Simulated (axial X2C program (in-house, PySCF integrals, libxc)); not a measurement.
## GaH⁻: bond constants with and without spin–orbit coupling

Computed with an axial X2C code built on PySCF integrals. Spin-free means the one-electron spin-free X2C Hamiltonian; two-component (2c) means X2C with spin–orbit coupling and atomic mean-field two-electron Coulomb and Gaunt terms, so the difference of the two also holds small scalar two-electron terms. Basis: Ga dyall-acv3z [10s10p8d5f1g], H dyall-av3z [7s3p2d] (cores contracted in-house); Gaussian nuclei, density fitting, unrestricted open shells. Masses: Ga 68.926 u, H 1.008 u.

Input:
```json
{"zs": [31, 1], "q": -1, "bas": ["dyall-acv3z", "dyall-av3z"], "levels": ["PBE0", "HF", "M06"], "cc": true, "r0": 1.56, "thr": -2.0, "nmax": 90, "npts": 10, "nst": 2, "ntry": 6}
```
```bash
python so2c.py task.json out
```

Keys: zs atomic numbers; q charge; bas basis sets; levels methods; cc coupled cluster on or off; r0 starting distance in Å; thr threshold in hartree for freezing inner shells (an s shell follows its p shell); nmax most natural virtual spinors; npts points on the curve; nst determinants followed; ntry starts of the search. HF also brings MP2.

State, spin-free: M_S = 1/2, Λ = 1 (beyond evenly filled blocks: π+α); electrons by block: σα: 8, σβ: 8, π+α: 4, π+β: 3, π-α: 3, π-β: 3, δ+α: 1, δ+β: 1, δ-α: 1, δ-β: 1. Fragments: Ga + H- for PBE0, MP2, CCSD, CCSD(T), M06; Ga- + H for HF.

State, 2c: Ω = 1/2 (⟨Sz⟩ = -0.50, ⟨Lz⟩ = 1.00 at PBE0); electrons by block: 1/2: 12, -1/2: 11, 3/2: 4, -3/2: 4, 5/2: 1, -5/2: 1. Fragments: Ga + H- for PBE0, MP2, CCSD, CCSD(T); Ga- + H for HF.

```tsv
Hamiltonian	level	Re (Å)	ωe (cm⁻¹)	ωexe (cm⁻¹)	Be (cm⁻¹)	αe (cm⁻¹)	De (eV)	D0 (eV)	k (mdyn/Å)	μ (D)
spin-free	PBE0	1.704	1412.2	34.1	5.845	0.226	2.39	2.30	1.17	-0.57
spin-free	HF	1.694	1487.0	39.1	5.914	0.228	n/a	n/a	1.29	-0.24
spin-free	MP2	1.682	1446.3	35.7	5.996	0.238	2.34	2.25	1.22	n/a
spin-free	CCSD	1.699	1398.3	32.4	5.88	0.243	2.29	2.21	1.14	n/a
spin-free	CCSD(T)	1.701	1387.6	31.8	5.866	0.238	n/a	n/a	1.13	n/a
spin-free	M06	1.732	1317.7	29	5.66	0.232	2.37	2.29	1.02	-0.79
2c	PBE0	1.705	1407.7	34.2	5.839	0.226	n/a	n/a	1.16	-0.58
2c	HF	1.695	1480.2	39.3	5.905	0.229	n/a	n/a	1.28	-0.24
2c	MP2	1.683	1442.2	35.6	5.989	0.238	2.32	2.23	1.22	n/a
2c	CCSD	1.700	1394.1	32.5	5.872	0.242	2.30	2.22	1.14	n/a
2c	CCSD(T)	1.702	1384.2	32.2	5.858	0.237	n/a	n/a	1.12	n/a
```

Correlated methods: 15 electrons correlated (number of frozen shells: Ga 3 s, 2 p; H none), 241 virtual spin orbitals or spinors in MP2, 90 natural virtuals in coupled cluster.

Dipoles are positive if H is the positive end and refer to the centre of mass.

The state is a single determinant with fixed occupations, the lowest that a limited PBE0 search found. Dissociation energies refer to the lowest single-determinant-based atoms at the same level and basis. De is not given where an atomic determinant may have missed its ground term or J level, or where the truncated virtual space spoils (T). Density functionals use the spin component along the axis (collinear). Coupled cluster ran in a truncated set of natural virtual spinors; the MP2 energy of the rest was added. (T) has no such correction and the atoms are truncated less, which lowers De at CCSD(T) by a hundredth of an eV or more. The highest occupied level is positive at some bond lengths even in Hartree–Fock (under at least one Hamiltonian), so the basis set holds the extra electron there; where that holds at Re the anion is at best weakly bound and its constants depend on the basis. Without a current term, density functionals place determinants with orbital angular momentum somewhat too high.

No reliable constants came from M06 (2c): no minimum in range, unconverged points, a curve that is not smooth, a change of character along it, or the two Hamiltonians disagreeing along it.

Rough cost a point (2c) on 1 thread(s) of a shared host, integrals apart: PBE0 0.6 s, HF 0.3 s, CCSD(T) 13 s.

The whole task took 6.1 min on 1 thread of Intel(R) Xeon(R) Processor @ 2.30GHz (shared host).
